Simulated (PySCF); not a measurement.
Computed IR spectrum (relative IR intensity) of a molecule C2H7FSi2. Geometry: PBE-D3(BJ)/def2-SVP. The values are those of a single conformer. Level of theory: PBE-D3(BJ)/def2-SVP run with PySCF. Frequencies are harmonic and unscaled.

ν (cm⁻¹): 452 (w), 587 (w), 651 (m), 680 (m), 715 (m), 725 (m), 819 (w), 870 (m), 909 (s), 917 (vs), 923 (m), 936 (m), 2164 (s), 2174 (vs), 2181 (s), 3019 (vw), 3044 (w) (against the strongest line: vs over 80 %, s over 45 %, m over 15 %, w over 4 %, vw less)

### Question
Pick the molecule that these values belong to.
(A) FC=C([SiH3])[SiH3]
(B) FC1[SiH2]C[SiH2]1
(C) F[SiH2]/C=C\[SiH3]
(D) C=C([SiH3])[SiH2]F

### Answer
C, F[SiH2]/C=C\[SiH3]
